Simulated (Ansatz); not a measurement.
Geometry optimisation, RKS PBE-D4/def2-SVP (Ansatz).

Input:

```yaml
crystal:
  periodic: [false, false, false]
  atoms:
    - { symbol: Ti, position_ang: [0.0, 0.0, 0.0] }
    - { symbol: Cl, position_ang: [0.0, 0.0, 2.72] }
    - { symbol: F, position_ang: [1.7257, 0.0, -0.6094] }
    - { symbol: F, position_ang: [-0.8619, 1.4933, -0.6094] }
    - { symbol: "N", position_ang: [-0.9703, -1.681, -0.686] }
    - { symbol: H, position_ang: [-1.5052, -2.2973, -0.0095] }
    - { symbol: H, position_ang: [-0.9349, -1.9302, -1.7156] }
    - { symbol: F, position_ang: [-2.0213, 0.0, 0.6716] }
    - { symbol: H, position_ang: [-1.4923, 0.0, 1.8444] }
basis:
  gaussian: { orbitals: def2-SVP }
hamiltonian:
  xc: pbe
  dispersion: d4
relax:
  f_tol: 0.15
  max_steps: 25
  restrain:
    - { distance: [0, 7], at: 3.03, k: 30.0 }
    - { distance: [8, 1], at: 2.57, k: 30.0 }
    - { distance: [0, 1], at: 2.37, k: 30.0 }
    - { distance: [8, 7], at: 0.92, k: 30.0 }
```

Run as:

```bash
$ ansatz run input.yaml --threads 4 --pin off --max-ram 5120MiB --backend cpu --events-out ev --progress --plain --runs-dir out
```

Question: Where does it end, and by what steps?

Answer: The forces met the threshold. The restraints hold the end off the free minimum; the threshold counts their pulls, which the force column leaves out. Restrained pairs: Ti1–F8 (2.13 → 3.03 Å), Cl2–H9 (1.73 → 2.56 Å), Ti1–Cl2 (2.72 → 2.34 Å), F8–H9 (1.29 → 0.93 Å). After 11 steps the energy has fallen by 2.275 eV (the restraints' own energy left out); H6 moved furthest, 0.96 Å.

```tsv
step	energy less start (eV)	largest force component (eV/Å)	accepted
0	0.0000	3.913	yes
1	-0.4542	3.718	yes
2	-0.6621	5.696	yes
3	-1.2423	4.099	yes
4	-1.9973	1.260	yes
5	-2.1053	1.008	yes
6	-2.1451	0.937	yes
7	-2.2129	0.910	yes
8	-2.2527	0.905	yes
9	-2.2705	0.902	yes
10	-2.2730	0.879	yes
11	-2.2754	0.905	yes
```

```xyz
9
Properties=species:S:1:pos:R:3
Ti 0.171 -0.001 -0.067
Cl 0.416 -0.066 2.260
F 1.751 -0.154 -0.775
F -0.642 1.467 -0.559
N -0.787 -1.456 -0.663
H -1.792 -1.490 -0.450
H -0.446 -2.306 -1.127
F -2.617 -0.178 1.101
H -2.114 -0.231 1.886
```

Run time: 25 s on 4 threads of Arm Neoverse V1 (shared host), peak memory 0.19 GiB.
